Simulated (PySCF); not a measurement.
**Identify the compound**

The spectra below were simulated for a compound C$_{5}$H$_{12}$OSi.

1H NMR (400 MHz, computed): δ 3.83 (d, 3H), 3.50 (s, 3H), 2.92 (m, 1H), 1.30 (d, 3H), 0.77 (m, 1H), -0.67 (m, 1H).

13C{1H} NMR (computed): δ 66.6 (CH), 60.6 (CH3), 21.1 (CH), 15.1 (CH3), 6.0 (CH).

Computed data (PySCF 2.14): geometry: GFN2-xTB, PBE0/pcSseg-1 with gauge-including orbitals. One averaged value for each set of equivalent atoms, relativity neglected, single conformer, isolated molecule.

Chemical shifts δ = σref − σ; 1H (σref 31.72) and 13C (σref 186.93) against TMS, all at this level.

Question: Which of these isomers gave the spectra?
A. CC(C)[C@H]([SiH3])C=O
B. CC[SiH2]C(=O)CC
C. CO[C@@H]1[C@H](C)[C@H]1[SiH3]

Answer: C. 

1. Rings plus π bonds: 1 (1 ring in the answer).
2. 5 carbon signals for 5 carbons: no two carbons are equivalent.
3. Carbon types of the structure: 3 × CH, 2 × CH3, leaving 3 H on heteroatoms.
4. δC 66.6, 21.1, 6.0: three-membered-ring carbon.
5. δC 60.6: methyl carbon bonded to O; the inductive effect lowers its shielding.
6. δC 15.1: methyl carbon; saturated and bonded to C and H only.
7. δH 2.92, 0.77, -0.67: hydrogen on a three-membered-ring carbon.
8. δH 1.30: hydrogen on a methyl carbon; far from electronegative atoms and π systems.

The others: CC(C)[C@H]([SiH3])C=O has carbons computed at 208.7, 52.8, 31.3, 27.8, 23.8; CC[SiH2]C(=O)CC would give 5 signals for carbon-bound and other non-exchanging H, not 6.

Shifts are as computed. Against solution values, carbons near 30 ppm lie about +3 ppm off and those near 130 ppm about +5 ppm. Of 1211 compounds with measured shifts, 218 miss one by over three times the rms of a fit or turn the order of signals round; such compounds aren't used in these exercises. Multiplicities follow the n + 1 count of equivalent neighbours, as no J values were calculated; m marks all less simple cases, F and P coupling included.
